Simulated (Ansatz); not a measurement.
The molecule GeMo, multiplicity 7 (an upper state: multiplicity 5 came lower at CCSD(T)/def2-TZVPP on PBE0 minima). No spin–orbit coupling. Ge is treated without relativity.

Constants: fifth-degree fit in 1/R to seven points, most abundant isotopes. Runs in def2 and cc sets follow the lowest solution found near the PBE0 minimum.

Programs: Ansatz (a first-principles code). Values without a source in brackets are computed. In def2 rows elements past Kr take small-core potentials, without spin–orbit coupling.

Energies at wB97X-V/def2-TZVPP:

```json
[
 {"R (Å)": "2.430670", "E (hartree)": "-2144.80508676"},
 {"R (Å)": "2.496011", "E (hartree)": "-2144.80833625"},
 {"R (Å)": "2.556124", "E (hartree)": "-2144.80994724"},
 {"R (Å)": "2.624078", "E (hartree)": "-2144.81052134"},
 {"R (Å)": "2.692033", "E (hartree)": "-2144.81006408"},
 {"R (Å)": "2.770441", "E (hartree)": "-2144.80856327"},
 {"R (Å)": "2.861918", "E (hartree)": "-2144.80584765"}
]
```

Problem. With a reduced mass of 42.1197 u, find the minimum, the force constant and the constants.

Solution. A fifth-degree polynomial in 1/R puts the minimum at r_e = 2.6250 Å with force constant 96.5 N/m. Then ω_e = (1/2πc)√(k/μ) = 197 cm⁻¹ and B_e = h/(8π²cμr_e²) = 0.05808 cm⁻¹; the cubic and quartic terms give α_e = 0.00024 and ω_e x_e = 0.53 cm⁻¹.
